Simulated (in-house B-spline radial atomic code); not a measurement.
**Ionising the cobalt ion Co⁸⁺ with different functionals**

Computed with a B-spline radial code for spherical atoms: four-component Dirac-Coulomb Hamiltonian, Fermi nucleus of rms radius 3.7875 fm, spin-restricted, spherical fractional occupations for the functionals. The ionisation energy is the difference of two self-consistent energies, [Ar] 3d1 → [Ne] 3s2 3p6, without Breit or QED terms; ε is the level of the shell that loses the electron (mean over j). The electron is taken from both j subshells in proportion to 2j + 1, so the result is a j average, not the step between ground levels.

Hybrids are left out here: with spherical fractional occupations of an open shell their exact exchange keeps a self-interaction that integer-occupation calculations don't have.

```json
{"method": "LDA VWN5", "rung": "LDA", "ΔSCF (eV)": "?", "-ε(3d) (eV)": "?"}
{"method": "relativistic LDA", "rung": "LDA", "ΔSCF (eV)": "186.08", "-ε(3d) (eV)": "170.83"}
{"method": "LDA PW92", "rung": "LDA", "ΔSCF (eV)": "186.04", "-ε(3d) (eV)": "170.79"}
{"method": "LDA exchange-only", "rung": "LDA", "ΔSCF (eV)": "183.89", "-ε(3d) (eV)": "168.66"}
{"method": "PBE", "rung": "GGA", "ΔSCF (eV)": "185.66", "-ε(3d) (eV)": "170.44"}
{"method": "PBEsol", "rung": "GGA", "ΔSCF (eV)": "185.63", "-ε(3d) (eV)": "170.40"}
{"method": "BLYP", "rung": "GGA", "ΔSCF (eV)": "185.65", "-ε(3d) (eV)": "170.41"}
{"method": "RPBE", "rung": "GGA", "ΔSCF (eV)": "185.55", "-ε(3d) (eV)": "170.34"}
{"method": "PW91", "rung": "GGA", "ΔSCF (eV)": "185.88", "-ε(3d) (eV)": "170.64"}
{"method": "BP86", "rung": "GGA", "ΔSCF (eV)": "185.77", "-ε(3d) (eV)": "170.53"}
{"method": "AM05", "rung": "GGA", "ΔSCF (eV)": "?", "-ε(3d) (eV)": "?"}
{"method": "OLYP", "rung": "GGA", "ΔSCF (eV)": "186.17", "-ε(3d) (eV)": "170.96"}
```

Problem. What does LDA VWN5 give?

Solution. ΔSCF 186.05 eV, and -ε(3d) = 170.80 eV.

Problem. What does AM05 give?

Solution. ΔSCF 185.68 eV, and -ε(3d) = 170.45 eV.

Problem. How do they compare with the NIST value?

Solution. NIST lists 186.1 eV ± 0.25 (measured, ground level to ground level). Errors run from -2.25 to +0.03 eV; OLYP is closest (+0.03 eV), though others lie within the uncertainty of it, and part of that can be cancellation, since the calculations leave out Breit-QED terms, spin polarisation, the choice among j levels, multiplet and fine-structure energies.
